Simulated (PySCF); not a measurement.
Species: C7H13BO2.
Cartesian coordinates in Å at the PBE0-D3(BJ)/def2-SVP level; atoms count from 1:
```
atom  x, y, z in Å
C1     3.416    0.543   -0.176
C2     2.173    0.069   -0.082
C3     1.086    0.664    0.760
C4     0.491   -0.356    1.746
C5    -0.509   -1.184    0.924
C6    -0.919   -0.287   -0.274
B7    -2.473   -0.104   -0.493
O8    -3.337   -1.043   -0.027
O9    -3.007    0.974   -1.145
C10   -0.150    1.037   -0.074
H11    4.166    0.061   -0.808
H12    3.730    1.432    0.381
H13    1.905   -0.828   -0.657
H14    1.493    1.542    1.287
H15    1.265   -0.969    2.233
H16   -0.034    0.194    2.544
H17   -0.047   -2.117    0.570
H18   -1.378   -1.485    1.526
H19   -0.550   -0.757   -1.206
H20   -4.250   -0.815   -0.235
H21   -2.339    1.605   -1.428
H22    0.124    1.530   -1.022
H23   -0.755    1.758    0.505
```

Mulliken charges (e) from the PBE0/pcSseg-1 density (PySCF), one withheld:

```csv
atom,bonded to,charge
C1,C2 H11 H12,-0.1586
C2,C1 C3 H13,-0.1443
C3,C2 C4 C10 H14,-0.3244
C4,C3 C5 H15 H16,-0.1449
C5,C4 C6 H17 H18,-0.1753
C6,C5 B7 C10 H19,-0.5102
B7,C6 O8 O9,?
O8,B7 H20,-0.4061
O9,B7 H21,-0.4213
C10,C6 C3 H22 H23,-0.1565
H11,C1,+0.1176
H12,C1,+0.1114
H13,C2,+0.1053
H14,C3,+0.1106
H15,C4,+0.1246
H16,C4,+0.1199
H17,C5,+0.1204
H18,C5,+0.1318
H19,C6,+0.1454
H20,O8,+0.2505
H21,O9,+0.2492
H22,C10,+0.1228
H23,C10,+0.1178
```

Task: What is the charge on B7?

Result: The charges add up to the total charge, 0. The others sum to -0.6143, which leaves +0.6143 e for B7 (three-coordinate boron).

Task: Add each hydrogen's charge to the atom that carries it.

Result: C1 +0.0704, C2 -0.0390, C3 -0.2138, C4 +0.0996, C5 +0.0769, C6 -0.3648, O8 -0.1556, O9 -0.1721, C10 +0.0841. Atoms without hydrogen keep their charges.

Task: Across which bond do the charges differ most?

Result: B7–C6: +0.6143 on B7 against -0.5102 on C6, a difference of 1.1245 e. The lower charge is on the more electronegative element of the two (Pauling values: C 2.55, B 2.04).

Task: Take the bonds between elements whose Pauling electronegativities differ by more than 0.25. In how many does the more electronegative atom carry the lower charge?

Result: In 16 of 16.

Task: How much positive and how much negative charge does this set hold in all?

Result: +2.4416 e on 14 atoms and -2.4416 e on 9.

The Mulliken scheme counts on each atom the diagonal of the density matrix times the overlap matrix over that atom's basis functions. Geometry: PBE0-D3(BJ)/def2-SVP, one conformer, isolated molecule.

The run behind these numbers computed NMR shieldings as well. The run took 47 s on Arm Neoverse V1, one thread, on a shared host.
